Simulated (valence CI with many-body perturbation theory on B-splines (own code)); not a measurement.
Mo²⁹⁺: one-electron terms

Method: configuration interaction combined with many-body perturbation theory (CI+MBPT): three valence electrons over a frozen Dirac-Fock core [Ne], radial functions for each j: 11 s, 11 p, 9 d, 7 f, 5 g, 2 h, 1 i, with the one-electron correlation potential Σ1 (screened to all orders), the two-electron term Σ2, the three-electron term Σ3, Breit, model QED; selected single and double excitations, second order for the rest (own B-spline code, finite nucleus).

No measured spectrum was set against this ion. As an estimate, large intervals hold to a few tenths of a per cent, small ones and those within an open d or f shell to about a per cent.

These are the spectroscopic orbitals of the CI (the correlating ones are not listed), shaped by the core and the other valence electrons. h is the expectation value of the core's Dirac-Fock operator, without the valence repulsion; Σ1 is computed up to l = 3 at one energy for each symmetry, that of its lowest orbital but kept below the first core excitation, so for empty shells it is not the orbital's own correlation shift; Breit and QED include the response of the core.

| Orbital | h (hartree) | Σ1 (cm⁻¹) | Breit (cm⁻¹) | QED (cm⁻¹) | ⟨r⟩ (bohr) |
| --- | --- | --- | --- | --- | --- |
| 3s1/2 | -65.814 | -6172 | 6054 | 4387 | 0.3725 |
| 4s1/2 | -35.583 | -2040 | 2344 | 1742 | 0.6925 |
| 5s1/2 | -22.257 | -921 | 1114 | 840 | 1.117 |
| 6s1/2 | -15.229 | -501 | 621 | 471 | 1.639 |
| 3p1/2 | -63.222 | -7712 | 9998 | -194 | 0.3571 |
| 4p1/2 | -34.509 | -2504 | 3877 | -72.1 | 0.6864 |
| 5p1/2 | -21.72 | -1148 | 1892 | -34.7 | 1.116 |
| 6p1/2 | -14.923 | -628 | 1066 | -19.4 | 1.645 |
| 3p3/2 | -62.223 | -7331 | 6176 | 230 | 0.3636 |
| 4p3/2 | -34.106 | -2415 | 2358 | 93.0 | 0.6950 |
| 5p3/2 | -21.519 | -1114 | 1182 | 46.3 | 1.127 |
| 6p3/2 | -14.808 | -611 | 665 | 26.4 | 1.659 |
| 3d3/2 | -58.822 | -8736 | 4351 | -179 | 0.3185 |
| 4d3/2 | -32.82 | -2413 | 1575 | -63.5 | 0.6606 |
| 5d3/2 | -20.891 | -1070 | 752 | -30.3 | 1.102 |
| 3d5/2 | -58.609 | -8408 | 1989 | -48.3 | 0.3204 |
| 4d5/2 | -32.727 | -2317 | 715 | -10.4 | 0.6630 |
| 5d5/2 | -20.843 | -1028 | 346 | -3.7 | 1.105 |
| 4f5/2 | -32.061 | -1956 | 126 | -18.8 | 0.5852 |
| 5f5/2 | -20.511 | -961 | 87.7 | -10.6 | 1.032 |
| 4f7/2 | -32.024 | -1925 | 22.2 | 3.2 | 0.5862 |
| 5f7/2 | -20.492 | -944 | 15.5 | 0.6 | 1.034 |
| 5g7/2 | -20.433 |  | 2.5 | -3.7 | 0.9117 |
| 5g9/2 | -20.422 |  | 0.1 | 2.6 | 0.9125 |

Among the shells of the start configuration 3s2 3p1, Σ1 is largest in size for 3p1/2, where it is 0.056 % of h.

Lowest root of each symmetry, sizes in configuration state functions:

| J | Parity | Roots | Reference | Variational | Second order | Change by selected CI (cm⁻¹) | Change by second order (cm⁻¹) |
| --- | --- | --- | --- | --- | --- | --- | --- |
| 1/2 | even | 10 | 59 | 7130 | 10571 | -2307 | 0 |
| 3/2 | even | 14 | 92 | 12061 | 15115 | -1570 | 0 |
| 5/2 | even | 12 | 94 | 13777 | 20435 | -2279 | -1 |
| 7/2 | even | 7 | 67 | 12461 | 22081 | -3824 | -1 |
| 9/2 | even | 4 | 41 | 9261 | 13731 | -4850 | -3 |
| 1/2 | odd | 7 | 56 | 6833 | 8282 | -3320 | 0 |
| 3/2 | odd | 12 | 90 | 11555 | 15696 | -3255 | -1 |
| 5/2 | odd | 9 | 86 | 12678 | 21316 | -2572 | -1 |
| 7/2 | odd | 5 | 63 | 11254 | 24400 | -3062 | -2 |
| 9/2 | odd | 2 | 33 | 8690 | 14267 | -2525 | -2 |
